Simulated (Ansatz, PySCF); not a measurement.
Breaking a bond: H₄F₄In₂N₂, singlet. The N3–H12 bond (N3 also carries H, In, In; H12 carries nothing else) is pulled apart rigidly from the PBE0/def2-SVP, def2 effective core potentials past Kr optimised geometry.

- UKS-PBE0 = unrestricted PBE0/def2-SVP, def2 effective core potentials past Kr in Ansatz (a quantum-chemistry and plane-wave program)
- RKS-PBE0 = restricted PBE0/def2-SVP, def2 effective core potentials past Kr (Ansatz)
- UKS-CAM-B3LYP = unrestricted CAM-B3LYP/def2-SVP, def2 effective core potentials past Kr run with Ansatz
- RKS-CAM-B3LYP = restricted CAM-B3LYP/def2-SVP, def2 effective core potentials past Kr in Ansatz
- UKS-PBE = unrestricted PBE/def2-SVP, def2 effective core potentials past Kr (Ansatz)
- RKS-PBE = restricted PBE/def2-SVP, def2 effective core potentials past Kr (Ansatz)
- UKS-B3LYP/LANL2DZ = unrestricted B3LYP/LANL2DZ, with its core potentials past Ne run with PySCF
- RKS-B3LYP/LANL2DZ = restricted B3LYP/LANL2DZ, with its core potentials past Ne (PySCF)

Scanned distances (Å): 0.84, 0.90, 0.97, 0.98, 1.02, 1.06, 1.11, 1.16, 1.23, 1.36, 1.50, 1.68, 1.91, 2.12, 2.49, 2.95.

Q: Where does the unrestricted solution first break spin symmetry (<S²> of 0.01 or more)?

A: UKS-PBE0: between 1.68 and 1.91 Å; UKS-CAM-B3LYP: between 1.68 and 1.91 Å; UKS-PBE: between 1.91 and 2.12 Å; UKS-B3LYP/LANL2DZ: between 1.68 and 1.91 Å.

```csv
R / Å,<S²> UKS-PBE0,E(RKS-PBE0) − E(UKS-PBE0) / kcal/mol,<S²> UKS-CAM-B3LYP,E(RKS-CAM-B3LYP) − E(UKS-CAM-B3LYP) / kcal/mol,<S²> UKS-PBE,E(RKS-PBE) − E(UKS-PBE) / kcal/mol,<S²> UKS-B3LYP/LANL2DZ,E(RKS-B3LYP/LANL2DZ) − E(UKS-B3LYP/LANL2DZ) / kcal/mol
0.84,0.00,0.0,0.00,0.0,0.00,0.0,0.00,0.0
0.90,0.00,0.0,0.00,0.0,0.00,0.0,0.00,0.0
0.97,0.00,0.0,0.00,0.0,0.00,0.0,0.00,0.0
0.98,0.00,0.0,0.00,0.0,0.00,0.0,0.00,0.0
1.02,0.00,0.0,0.00,0.0,0.00,0.0,0.00,0.0
1.06,0.00,0.0,0.00,0.0,0.00,0.0,0.00,0.0
1.11,0.00,0.0,0.00,0.0,0.00,0.0,0.00,0.0
1.16,0.00,0.0,0.00,0.0,0.00,0.0,0.00,0.0
1.23,0.00,0.0,0.00,0.0,0.00,0.0,0.00,0.0
1.36,0.00,0.0,0.00,0.0,0.00,0.0,0.00,0.0
1.50,0.00,0.0,0.00,0.0,0.00,0.0,0.00,0.0
1.68,0.00,0.0,0.00,0.0,0.00,0.0,0.00,0.0
1.91,0.27,1.2,0.28,1.9,0.00,0.0,0.15,0.5
2.12,0.60,8.0,0.59,9.2,0.37,1.6,0.48,5.1
2.49,0.86,23.5,0.86,26.0,0.76,11.1,0.79,17.6
2.95,0.97,39.5,0.97,44.5,0.92,21.9,0.93,31.3
```
